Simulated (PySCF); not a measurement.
Gas-phase reaction: SbF₃ + CF₃ = SbF₅ + CF, at 800 K and a standard pressure of 1 bar. Level: LDA/def2-TZVP†.

Energies from PySCF, thermal terms from the rigid-rotor harmonic-oscillator model, ideal gas at 1 bar. † marks an energy on the PBE0/def2-TZVP geometry and frequencies. Open shells (unrestricted): CF₃ (multiplicity 2), CF (multiplicity 2, electronic degeneracy 4); the rest are closed-shell singlets. Spin-orbit splitting is ignored; it lowers the true energy and changes the entropy of CF. Sb: scalar-relativistic def2 core potential, no spin-orbit coupling. The harmonic model lacks anharmonicity and excited electronic states, which grow with temperature; levels with a mode under 35 cm⁻¹ are left out. Soft modes under 120 cm⁻¹ make the harmonic entropy rough for SbF₅.

```json
[
 {"species": "SbF₃", "E (Ha)": "-537.79008", "H(800 K) − E (kJ/mol)": "69.0", "S°(800 K) (J/mol/K)": "377.1"},
 {"species": "CF₃", "E (Ha)": "-335.49279", "H(800 K) − E (kJ/mol)": "75.9", "S°(800 K) (J/mol/K)": "325.3"},
 {"species": "SbF₅", "E (Ha)": "-736.29177", "H(800 K) − E (kJ/mol)": "111.4", "S°(800 K) (J/mol/K)": "462.0"},
 {"species": "CF", "E (Ha)": "-136.84232", "H(800 K) − E (kJ/mol)": "32.9", "S°(800 K) (J/mol/K)": "244.4"}
]
```
E: electronic energy; H − E holds the zero-point and thermal terms. 1 Ha = 2625.5 kJ/mol.

Question: Work out ΔH°, ΔS°, ΔG° and log10 K from these numbers.

Answer: 1. ΔE = 1×(-736.29177) + 1×(-136.84232) − 1×(-537.79008) − 1×(-335.49279) = 0.14878 Ha = 390.6 kJ.
2. Δ(H − E) = 1×(111.4) + 1×(32.9) − 1×(69.0) − 1×(75.9) = -0.6 kJ, so ΔH° = 390.0 kJ.
3. ΔS° = 1×(462.0) + 1×(244.4) − 1×(377.1) − 1×(325.3) = 4.0 J/K; the number of gas molecules stays the same.
4. ΔG° = ΔH° − TΔS° = 390.0 − 800×(4.0)/1000 = 386.8 kJ.
5. log10 K = −ΔG°/(RT ln 10) = -25.25, with RT ln 10 = 15.32 kJ/mol; at standard pressures the reactants are favoured.
6. A shift of 10 kJ in ΔE would move log10 K by 0.65 here.
For scale, ΔH°(298 K) is 384 kJ at this level, 304 kJ at ωB97M-V/def2-TZVP†, and runs from 282 to 413 kJ over the 17 levels computed.
